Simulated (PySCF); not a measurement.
# Basis and Hamiltonian dependence of the excitation energy of Be

Be [He] 2s2 (1S) → Be [He] 2s1 3s1 (3S). Calculated with PySCF 2.14 from differences of total energies of unrestricted determinants, without spin-orbit coupling. Values in eV.

```json
{"basis": "x2c-TZVPPall with one added diffuse shell of s type", "Hamiltonian": "spin-free X2C", "functions": "20", "UHF": "5.322", "r2SCAN": "5.944", "PBE0": "6.010", "MP2 (valence)": "5.995", "CCSD(T) (valence)": "6.453", "CCSD(T) (valence and next inner shell)": "6.454"}
{"basis": "aug-cc-pVDZ", "Hamiltonian": "non-relativistic", "functions": "23", "UHF": "5.386", "r2SCAN": "5.999", "PBE0": "6.068", "MP2 (valence)": "6.040", "CCSD(T) (valence)": "6.473", "CCSD(T) (valence and next inner shell)": "n/a"}
{"basis": "def2-QZVPPD", "Hamiltonian": "non-relativistic", "functions": "36", "UHF": "6.102", "r2SCAN": "6.588", "PBE0": "6.626", "MP2 (valence)": "6.779", "CCSD(T) (valence)": "7.102", "CCSD(T) (valence and next inner shell)": "7.106"}
{"basis": "x2c-QZVPPall with one added diffuse shell each of s, p type", "Hamiltonian": "spin-free X2C", "functions": "40", "UHF": "5.334", "r2SCAN": "5.952", "PBE0": "6.012", "MP2 (valence)": "6.056", "CCSD(T) (valence)": "6.442", "CCSD(T) (valence and next inner shell)": "6.445"}
{"basis": "dyall-av2z", "Hamiltonian": "non-relativistic", "functions": "42", "UHF": "5.336", "r2SCAN": "5.949", "PBE0": "6.015", "MP2 (valence)": "6.033", "CCSD(T) (valence)": "6.439", "CCSD(T) (valence and next inner shell)": "n/a"}
{"basis": "aug-cc-pVTZ", "Hamiltonian": "non-relativistic", "functions": "46", "UHF": "5.331", "r2SCAN": "5.961", "PBE0": "6.023", "MP2 (valence)": "6.051", "CCSD(T) (valence)": "6.443", "CCSD(T) (valence and next inner shell)": "n/a"}
{"basis": "aug-cc-pCVTZ-DK", "Hamiltonian": "spin-free X2C", "functions": "59", "UHF": "5.325", "r2SCAN": "5.954", "PBE0": "6.018", "MP2 (valence)": "6.055", "CCSD(T) (valence)": "6.440", "CCSD(T) (valence and next inner shell)": "6.451"}
{"basis": "dyall-acv3z", "Hamiltonian": "non-relativistic", "functions": "76", "UHF": "5.323", "r2SCAN": "5.948", "PBE0": "6.012", "MP2 (valence)": "6.063", "CCSD(T) (valence)": "6.437", "CCSD(T) (valence and next inner shell)": "6.450"}
{"basis": "dyall-av3z", "Hamiltonian": "spin-free X2C", "functions": "76", "UHF": "5.324", "r2SCAN": "5.949", "PBE0": "6.012", "MP2 (valence)": "6.064", "CCSD(T) (valence)": "6.438", "CCSD(T) (valence and next inner shell)": "n/a"}
{"basis": "dyall-acv3z", "Hamiltonian": "spin-free X2C", "functions": "76", "UHF": "5.324", "r2SCAN": "5.949", "PBE0": "6.012", "MP2 (valence)": "6.064", "CCSD(T) (valence)": "6.438", "CCSD(T) (valence and next inner shell)": "6.450"}
{"basis": "dyall-av3z", "Hamiltonian": "non-relativistic", "functions": "76", "UHF": "5.323", "r2SCAN": "5.948", "PBE0": "6.012", "MP2 (valence)": "6.063", "CCSD(T) (valence)": "6.437", "CCSD(T) (valence and next inner shell)": "n/a"}
{"basis": "aug-cc-pCVQZ", "Hamiltonian": "non-relativistic", "functions": "109", "UHF": "5.322", "r2SCAN": "5.952", "PBE0": "6.014", "MP2 (valence)": "6.076", "CCSD(T) (valence)": "n/a", "CCSD(T) (valence and next inner shell)": "n/a"}
{"basis": "aug-cc-pCVQZ-DK", "Hamiltonian": "spin-free X2C", "functions": "109", "UHF": "5.323", "r2SCAN": "5.953", "PBE0": "6.015", "MP2 (valence)": "6.077", "CCSD(T) (valence)": "n/a", "CCSD(T) (valence and next inner shell)": "n/a"}
{"basis": "aug-cc-pV5Z", "Hamiltonian": "non-relativistic", "functions": "127", "UHF": "5.321", "r2SCAN": "5.954", "PBE0": "6.019", "MP2 (valence)": "6.083", "CCSD(T) (valence)": "n/a", "CCSD(T) (valence and next inner shell)": "n/a"}
```

Frozen in the all-electron rows: valence: 1s2; valence and next inner shell: nothing.

At UHF, def2-QZVPPD lies more than 0.3 eV from the median of the rows with comparable relativity. Of these, def2-QZVPPD has no diffuse functions of the l that the added or promoted electron needs.

Reference for a calculation without spin-orbit coupling: 6.457 eV (measured, between term centres; NIST).
